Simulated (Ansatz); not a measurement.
Isomers of CH6AlN, B3LYP-D3(BJ)/def2-TZVP minima from an xTB search, which can miss the lowest.
Isomer 1, SMILES [CH3][AlH][NH2] (charge 0, multiplicity 1):
```xyz
9

C     -1.474    -0.005    -0.181
Al     0.324     0.540     0.354
N      1.717    -0.474    -0.069
H     -1.943     0.755    -0.814
H     -2.125    -0.126     0.690
H     -1.481    -0.947    -0.734
H      0.636     1.862     1.164
H      1.673    -1.341    -0.581
H      2.673    -0.263     0.172
```
Isomer 2, SMILES C[NH][AlH2] (charge 0, multiplicity 1):
```json
[
 {"atom": "C", "x (Å)": "-1.1756", "y (Å)": "-0.3773", "z (Å)": "0.3570"},
 {"atom": "N", "x (Å)": "-0.1024", "y (Å)": "0.0183", "z (Å)": "-0.5443"},
 {"atom": "Al", "x (Å)": "1.5642", "y (Å)": "0.4735", "z (Å)": "-0.1541"},
 {"atom": "H", "x (Å)": "-2.0337", "y (Å)": "0.3010", "z (Å)": "0.3011"},
 {"atom": "H", "x (Å)": "-1.5367", "y (Å)": "-1.3905", "z (Å)": "0.1502"},
 {"atom": "H", "x (Å)": "-0.8149", "y (Å)": "-0.3632", "z (Å)": "1.3868"},
 {"atom": "H", "x (Å)": "-0.4032", "y (Å)": "0.0158", "z (Å)": "-1.5091"},
 {"atom": "H", "x (Å)": "2.5139", "y (Å)": "0.8594", "z (Å)": "-1.3534"},
 {"atom": "H", "x (Å)": "1.9882", "y (Å)": "0.4630", "z (Å)": "1.3658"}
]
```

Frozen-core correlation. MP2 and its Hartree–Fock in cc-pV(Q+d)Z are density fitted.

Codes used: Ansatz (an electronic-structure program). Each number belongs to the level named beside it.

The energy of isomer 2 above isomer 1 is E(isomer 2) − E(isomer 1). Total energies (hartree):

```csv
level,isomer 2,isomer 1
HF/cc-pV(T+d)Z,-337.7892348,-337.8181294
MP2/cc-pV(T+d)Z,-338.2683017,-338.3016385
HF/cc-pV(Q+d)Z,-337.7990277,-337.8281415
MP2/cc-pV(Q+d)Z,-338.3095163,-338.3437641
CCSD(T)/cc-pV(T+d)Z,-338.3217183,-338.3533676
```

Work out the energy of isomer 2 above isomer 1 at the basis-set limit: extrapolate the MP2 correlation part as X⁻³, take Hartree–Fock from the larger set, and add the CCSD(T) − MP2 difference of cc-pV(T+d)Z.


1. Differences (1 hartree = 627.509 kcal/mol): HF/cc-pV(T+d)Z 18.132; MP2/cc-pV(T+d)Z 20.919; HF/cc-pV(Q+d)Z 18.269; MP2/cc-pV(Q+d)Z 21.491; CCSD(T)/cc-pV(T+d)Z 19.860.
2. Correlation parts, MP2 less HF: 2.787 in cc-pV(T+d)Z (X = 3), 3.222 in cc-pV(Q+d)Z (X = 4).
3. Limit (4³·(3.222) − 3³·(2.787))/(4³ − 3³) = 3.538; with HF/cc-pV(Q+d)Z it gives 21.808.
4. CCSD(T) less MP2 in cc-pV(T+d)Z: -1.059.
Result: 20.75 kcal/mol, against 20.92 at MP2/cc-pV(T+d)Z. It is an estimate of this method's limit, not of the exact value.
